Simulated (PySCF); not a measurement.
## How methods differ on the ionisation energy of Ga³⁺

Ga³⁺ [Ar] 3d10 → Ga⁴⁺ [Ar] 3d9 [3d3/2^4 3d5/2^5, M_J = 5/2], as a difference of total energies. Computed with PySCF 2.14 in x2c-TZVPPall-2c, with the two-component X2C-1e Hamiltonian. Correlated levels: [Ne] frozen. "Screened" scales the spin-orbit matrix elements by Boettger's factors to mimic the two-electron term; Breit and QED terms are absent.

```tsv
method	ionisation energy (eV)
GHF (spin-free)	60.979
GMP2 (spin-free)	63.119
GHF (screened spin-orbit)	60.792
GMP2 (screened spin-orbit)	62.933
```

The spin-free rows lack the spin-orbit shift.

Errors of the correlated levels include the incompleteness of this basis and the frozen core.

**Question.** Which method comes closest to the reference value, and which is furthest?

**Answer.** The reference is 63.241 ± 0.009 eV (measured; NIST Atomic Spectra Database, ionization energies). Closest: GMP2 (spin-free) (error -0.122 eV); furthest: GHF (screened spin-orbit) (error -2.449 eV).
